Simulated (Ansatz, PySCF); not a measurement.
C4H6S. Atoms are numbered in the order given.

```xyz
11

C      1.0284    -0.9256     0.5582
C      1.2591     0.1389    -0.2404
S     -0.1857     0.9973    -0.7910
C     -1.2101     0.0541     0.4335
C     -0.4369    -1.2353     0.7637
H      1.8309    -1.5683     0.9490
H      2.2408     0.4924    -0.5878
H     -1.3221     0.6955     1.3323
H     -2.2120    -0.1269     0.0006
H     -0.7393    -2.0640     0.0793
H     -0.6698    -1.5779     1.7936
```
Charge 0, spin multiplicity 1.

The structure is a stationary point at PBE-D3(BJ)/def2-SVP. Other conformers were not sampled.

Vertical ionisation energy (IE) and electron affinity (EA) in eV. Rows of orbital energies are one-electron estimates. Where ΔSCF, EOM or ADC give a negative EA the extra electron is unbound and the value depends on the basis.

```
level                                                                       IE     EA
------------------------------------------------------------------------  ----  -----
−ε(HOMO), −ε(LUMO), M06-2X/def2-TZVP (PySCF)                              6.96  -0.99
−ε(HOMO), −ε(LUMO), PBE/def2-TZVP (PySCF)                                 4.78   0.88
ΔSCF, CAM-B3LYP/def2-SVPD (Ansatz), final states of multiplicity 2 and 2  8.03  -1.75
ΔSCF, PBE/def2-SVPD (Ansatz), final states of multiplicity 2 and 2        7.85  -1.43
```

### Question
What vertical singlet–triplet gap does ΔSCF give with CAM-B3LYP/def2-SVPD (Ansatz, a first-principles code) and with PBE/def2-SVPD (Ansatz)? (Estimate from the structure and the level; the computed values follow.)

### Answer
3.52 and 3.45 eV (triplet above singlet where positive).
